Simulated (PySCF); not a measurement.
The numbers are results of B3LYP-D3(BJ)/def2-TZVP // PBE0-D4/def2-SVP in PySCF, not measurements. Gas-phase values, no solvent. B3LYP has the VWN-RPA correlation part, as in Gaussian. Excitations are Tamm–Dancoff values on a coarser integration grid. The basis has no diffuse functions, so Rydberg states are missing or too high.

Reference species (SMILES): `[SiH3]c1cc(Cl)c2ccccc2c1` (neutral, multiplicity 1).

| Item | Result |
|---|---|
| brightest of the four lowest singlets (TDA) | 4.34 eV |
| T1 excitation (TDA) | 2.90 eV |
| S1 oscillator strength | 0.029 |
| S1 excitation (TDA) | 4.27 eV |

Changed species: `c1(Cl)c2c(ccc1)cc(cc2)[SiH3]`.

Question: Predict the effect on the brightest of the four lowest singlets (TDA), T1 excitation (TDA), S1 oscillator strength and S1 excitation (TDA).

Answer: the brightest of the four lowest singlets (TDA) goes up by 1.43 eV, to 5.77 eV; the T1 excitation (TDA) is nearly the same; the S1 oscillator strength stays essentially unchanged; the S1 excitation (TDA) stays essentially unchanged.
